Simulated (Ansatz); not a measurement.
PbI2. Total charge 0; triplet. Geometry PBE0-D4/def2-SVP.

```xyz
3

Pb    0.5038   -0.7055   -0.1589
I    -2.2406   -0.8266   -0.9898
I     1.7368    1.5321    1.1487
```

In the def2 sets I, Pb take a core potential; there is no spin–orbit coupling. LC-ωPBE has ω = 0.4 bohr⁻¹. At PBE0-D4/def2-TZVP a singlet of charge 0 lies 2.44 eV below the triplet, each at its own geometry. The structure comes from a short search, and lower isomers may exist.

Question: Estimate the α-spin orbital energies around the gap (eV) in Ansatz with PBE-D4/def2-TZVP, r2SCAN-D4/def2-TZVP, PBE0-D4/def2-TZVP, LC-ωPBE/def2-TZVP, ωB97M-V/def2-TZVP.

Answer: 
| orbital | PBE-D4/def2-TZVP | r2SCAN-D4/def2-TZVP | PBE0-D4/def2-TZVP | LC-ωPBE/def2-TZVP | ωB97M-V/def2-TZVP |
| --- | --- | --- | --- | --- | --- |
| HOMO−13 | -21.95 | -22.78 | -24.43 | -27.28 | -27.16 |
| HOMO−12 | -21.76 | -22.59 | -24.26 | -27.12 | -27.00 |
| HOMO−11 | -21.71 | -22.54 | -24.21 | -27.07 | -26.94 |
| HOMO−10 | -21.71 | -22.53 | -24.18 | -27.00 | -26.90 |
| HOMO−9 | -17.72 | -18.39 | -19.73 | -23.27 | -22.45 |
| HOMO−8 | -17.55 | -18.21 | -19.54 | -23.00 | -22.22 |
| HOMO−7 | -12.99 | -13.50 | -14.53 | -17.73 | -17.07 |
| HOMO−6 | -8.55 | -8.93 | -9.74 | -12.31 | -11.76 |
| HOMO−5 | -7.30 | -7.60 | -8.40 | -11.07 | -10.57 |
| HOMO−4 | -7.16 | -7.48 | -8.36 | -10.95 | -10.52 |
| HOMO−3 | -6.97 | -7.29 | -8.07 | -10.68 | -10.22 |
| HOMO−2 | -6.94 | -7.26 | -8.05 | -10.56 | -10.12 |
| HOMO−1 | -6.91 | -7.20 | -7.97 | -10.28 | -9.79 |
| HOMO | -3.94 | -4.28 | -4.93 | -7.38 | -6.90 |
| LUMO | -3.11 | -3.05 | -2.52 | -0.67 | -0.79 |
| LUMO+1 | -1.74 | -1.52 | -1.08 | 0.84 | 0.61 |
| LUMO+2 | 1.25 | 1.88 | 1.91 | 3.72 | 3.24 |
| LUMO+3 | 1.76 | 2.51 | 2.32 | 3.89 | 3.31 |
| LUMO+4 | 1.96 | 2.70 | 2.49 | 4.04 | 3.53 |
| LUMO+5 | 2.39 | 2.95 | 3.11 | 5.13 | 4.78 |
| β HOMO | -6.72 | -7.00 | -7.81 | -10.29 | -9.85 |
| β LUMO | -6.29 | -6.27 | -5.74 | -3.96 | -4.14 |
